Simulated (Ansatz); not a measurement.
Molecule: SbCl$_{2}$, charge 0, multiplicity 2. SMILES: [Cl][Sb][Cl]
Coordinates optimised at B3LYP-D3(BJ)/def2-TZVP (Ansatz, a quantum-chemistry and plane-wave program):
```xyz
3

Sb    -0.3350    -0.1782     0.4828
Cl    -0.3456     1.8508    -0.7281
Cl     1.3505    -1.3162    -0.7202
```
Charge 0, spin multiplicity 2.

Wanted: atomisation energy, in kcal/mol. Set-up: spin-orbit terms left out; atomisation electronic, to ground-state atoms; def2 sets with scalar-relativistic core potentials past Kr; LANL2DZ with its own core potentials from Na on; UHF or UKS for open shells; dispersion terms only where a functional's name holds one. First-principles rows: single points at B3LYP-D3(BJ) geometries (Ansatz).

```csv
species,coefficient,"E at B3LYP/LANL2DZ (Ansatz), Eh","E at B3LYP/def2-TZVPD (Ansatz), Eh"
[Cl][Sb][Cl],-1,-35.33904,-1160.86479
Cl atom,+2,-14.89606,-460.16775
Sb atom,+1,-5.36542,-240.29387
```

 1 Eh = 627.5095 kcal/mol.

Problem. Compute it at each level from the table.

Solution. 
- B3LYP/LANL2DZ: the sum of coefficient times E is 0.18150 Eh, or 113.89 kcal/mol. Result: 113.9 kcal/mol.
- B3LYP/def2-TZVPD: the sum of coefficient times E is 0.23542 Eh, or 147.73 kcal/mol. Result: 147.7 kcal/mol.
